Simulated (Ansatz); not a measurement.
`CO[Si](O)F` radical, charge 0, multiplicity 2.

Task: Give a relaxed structure at PBE0-D4/def2-TZVP (the Gaussian-basis code of Ansatz). (Best estimate.)

Result: The calculation gave: 
Z-matrix (Å, degrees):
```
C
O 1 1.414
H 1 1.094 2 111.0
H 1 1.090 2 107.8 3 119.2
H 1 1.094 2 111.5 3 -121.6
Si 2 1.632 1 125.8 3 64.7
F 6 1.596 2 110.6 1 -60.1
O 6 1.632 2 108.4 1 -175.4
H 8 0.959 6 117.0 2 -47.0
```
This is one stationary point; other conformers may exist.
